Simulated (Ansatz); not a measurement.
`[MgH2]` + `[SiH3][Sb]([SiH3])[Cl]` → `[MgH][Cl]` + `[SiH3][SbH][SiH3]` at 500 K and 1 bar (redistribution).

Computed with Ansatz on PBE0-D4/def2-TZVP structures; ΔE is electronic, products minus reactants. CBS: MP2 limit from def2 TZ/QZ plus the TZ coupled-cluster correction, frozen cores. Elements past krypton have def2 core potentials. For Mg, Sb outer-core shells are correlated without core-valence functions, which leaves a few kJ/mol of doubt a bond.

```json
{"species": "`[MgH2]`", "CCSD(T)/CBS energy (Eh)": "-201.05321", "H − E (kJ/mol)": "43.8", "S (J/(mol·K))": "217.0"}
{"species": "`[SiH3][Sb]([SiH3])[Cl]`", "CCSD(T)/CBS energy (Eh)": "-1281.59882", "H − E (kJ/mol)": "188.2", "S (J/(mol·K))": "482.1"}
{"species": "`[MgH][Cl]`", "CCSD(T)/CBS energy (Eh)": "-660.33122", "H − E (kJ/mol)": "38.4", "S (J/(mol·K))": "266.3"}
{"species": "`[SiH3][SbH][SiH3]`", "CCSD(T)/CBS energy (Eh)": "-822.37750", "H − E (kJ/mol)": "197.1", "S (J/(mol·K))": "440.5"}
```

H − E and S are ideal-gas, rigid-rotor, harmonic terms from PBE0-D4/def2-TZVP. 1 Eh = 2625.50 kJ/mol, R = 8.31446 J/(mol·K).

Problem. By hand: ΔE, ΔH, ΔS and ΔG.

Solution. ΔE = (-660.33122) + (-822.37750) − (-201.05321) − (-1281.59882) = -0.05669 Eh = -148.8 kJ/mol. Δ(H − E) = 38.4 + 197.1 − 43.8 − 188.2 = 3.5, so ΔH = -145.3 kJ/mol. ΔS = 266.3 + 440.5 − 217.0 − 482.1 = 7.7 J/(mol·K). ΔG = -145.3 − 500 × (7.7)/1000 = -149.2 kJ/mol.

Problem. By hand: the equilibrium constant, and the temperature at which ΔG would vanish if ΔH and ΔS stayed fixed.

Solution. log₁₀ K = −ΔG/(RT ln 10) = 15.6. ΔH and −TΔS have one sign here, so there is no such temperature.

The number of gas molecules stays the same, so ΔS is small and ΔH decides. A doubt of 5 kJ/mol in ΔE shifts log₁₀ K by 0.5 here. Modes under 60 cm⁻¹, often nearly free rotors, make the harmonic entropy too high. These are equilibria of isolated gas molecules and say nothing of rates. Largest T1 diagnostic: 0.013 (customary marks: 0.02 for closed shells, 0.045 for open ones).
